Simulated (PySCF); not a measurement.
# Polarisability and C₆ of Tb³⁺ (terbium, charge +3)

[Xe] 4f8, high-spin 7F determinant. Calculation: PySCF 2.14, in ANO-RCC-VTZP (8s7p5d3f2g1h, 104 functions); the spin-free X2C one-electron Hamiltonian (Gaussian nucleus). Coupled (time-dependent) response in atomic units; α is the mean over directions. The basis has no added diffuse functions, which lowers α and C₆.

```csv
method,mean α (bohr³),"α xx, yy, zz",C₆ (like pair),S(−4)
UHF,5.187,"5.271, 5.271, 5.021",28.54,4.501
```

S(−4) is the Cauchy moment in α(ω) = α(0) + S(−4) ω² + …

Spin-orbit coupling is absent.

α(iu) at UHF:

| u (hartree) | α(iu) (bohr³) |
| --- | --- |
| 0 | 5.187 |
| 0.0500 | 5.176 |
| 0.100 | 5.144 |
| 0.200 | 5.025 |
| 0.300 | 4.855 |
| 0.500 | 4.428 |
| 0.750 | 3.841 |
| 1.00 | 3.284 |
| 1.50 | 2.399 |
| 2.00 | 1.805 |
| 3.00 | 1.130 |
| 5.00 | 0.5761 |

For an ion, C₆ is the dispersion term alone; charge-induced terms of lower order in 1/R come first.

The components differ because the open shell of this determinant is not spherical; for a pure term their mean is the scalar polarisability.

Spin-orbit coupling, absent here, splits the open shell strongly.
